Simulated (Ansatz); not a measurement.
`N#C[Si](F)F` radical at its PBE0-D4/def2-TZVP geometry, where that method's forces vanish. Total charge 0; spin multiplicity 2.

```xyz
5

N     0.6535   -1.1834   -1.8023
C     0.3102   -0.5218   -0.9232
Si   -0.2620    0.7143    0.3163
F    -1.5683    0.1416    0.9956
F     0.8666    0.8493    1.4136
```

Task: What forces (eV/Å) does PBE-D4/def2-TZVPP give on these atoms in Ansatz 0.2.0? (Estimate.)

Result: The calculation gave: 
```
N1   0.484 -0.926 -1.251
C2  -0.431  0.816  1.131
Si3  0.037  0.282 -0.690
F4  -0.632 -0.257  0.304
F5   0.543  0.085  0.506
```
